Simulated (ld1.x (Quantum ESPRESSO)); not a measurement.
What one change does to a pseudopotential (antimony, TM)

ld1.x (Quantum ESPRESSO) 7.5 input, shortened:

```
&input
   title='Sb', zed=51., rel=0, dft='PZ', iswitch=3,
   config='[Kr] 4d10 5s1.5 5p3.5'
 /
 &inputp
   pseudotype=2, tm=.true., lloc=-1, rcloc=2.30,
   nlcc=.true., new_core_ps=.true., rcore=1.25
 /
2
5S  1  0   1.50   0.00  2.15  2.15  0.0
5P  2  1   3.50   0.00  2.30  2.30  0.0
 &test
   configts(1)='5s1.5 5p3.5'
 /
```

All-electron outer shells of the reference configuration (LDA (PZ), non-relativistic, ld1.x):

```
shell  level (eV)  outermost node (bohr)  outermost maximum (bohr)
   4p      -99.85                   0.40                      0.77
   4d      -35.90                   0.38                      0.84
   5s      -12.47                   0.98                      1.95
   5p       -5.31                   1.06                      2.32
```

Change: wave 5p (bound): rc 2.30 bohr becomes 5p (bound): rc 3.20 bohr.

Cutoffs: the cutoffs (Ry, on a coarse ladder) from which the occupation-weighted sum of valence levels, in a spherical-Bessel basis at the reference potential, stays within 10 and 1 mRy of its value at 400 Ry; they do not see the model core or the augmentation charge, which bear on the density cutoff. Errors are all-electron minus pseudo energies relative to the spin-unpolarised reference configuration.

**Question.** What does the change do?

**Answer.** The potential gets softer (18 Ry and 30 Ry → 12 Ry and 30 Ry); of the 9 tests that both files solve, the error grows in 5 and shrinks in 3 by more than 15 % and 0.3 meV (median size 1.5 → 11.1 meV); neither file shows a bound ghost. A larger radius leaves more room for a smooth pseudo-wave, so fewer plane waves are needed.

| quantity | base | changed |
| --- | --- | --- |
| cutoff, loose | 18 Ry | 12 Ry |
| cutoff, tight | 30 Ry | 30 Ry |
| loose cutoff by channel (10 mRy a level) | s 10 Ry, p 8 Ry | s 10 Ry, p 6 Ry |
| bound ghosts | none | none |
| error for 5s2 5p3, meV [ΔE -3.56 eV] | -1.5 | +1.0 |
| error for 5s2 5p2, meV [ΔE 5.00 eV] | -0.6 | -1.6 |
| error for 5s2 5p1, meV [ΔE 21.24 eV] | -8.6 | -30 |
| error for 5s1 5p0, meV [ΔE 89.11 eV] | -272 | -490 |
| error for 5s0 5p5, meV [ΔE 10.93 eV] | -14 | +11 |
| error for 5s1 5p4, meV [ΔE 3.60 eV] | -1.6 | +1.0 |
| error for 5s2 5p3.3, meV [ΔE -4.78 eV] | -1.5 | +1.4 |
| error for 5s1.5 5p3.5 (spin-polarised), meV [ΔE -1.11 eV] | +0.1 | -22 |
| error for 5s2 5p3 (spin-polarised), meV [ΔE -4.64 eV] | +0.1 | -22 |
